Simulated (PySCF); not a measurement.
C2H4I, SMILES C[CH]I (connectivity only; charge and spin as stated), charge +1, multiplicity 1.

The structure is a stationary point at B3LYP-D3(BJ)/def2-SVP. The spin state was assumed, not searched. The isomer is the one that the SMILES or the coordinates give; other isomers of the formula were not compared. The def2 effective core potentials stand for the cores of I; spin–orbit coupling is left out.

These are CAM-B3LYP/def2-TZVPD run with PySCF values and carry that method's errors.

Symmetry labels are those of the subgroup Cs that the program uses (full group Cs).

Computed valence orbital energies around the gap with their symmetry:
```csv
orbital,symmetry,energy (eV)
HOMO−7,A',-27.85
HOMO−6,A',-24.23
HOMO−5,A',-20.77
HOMO−4,A',-19.49
HOMO−3,A",-19.34
HOMO−2,A',-17.63
HOMO−1,A",-15.70
HOMO,A',-14.92
LUMO,A",-8.35
LUMO+1,A',-5.25
LUMO+2,A',-3.44
LUMO+3,A',-2.63
```
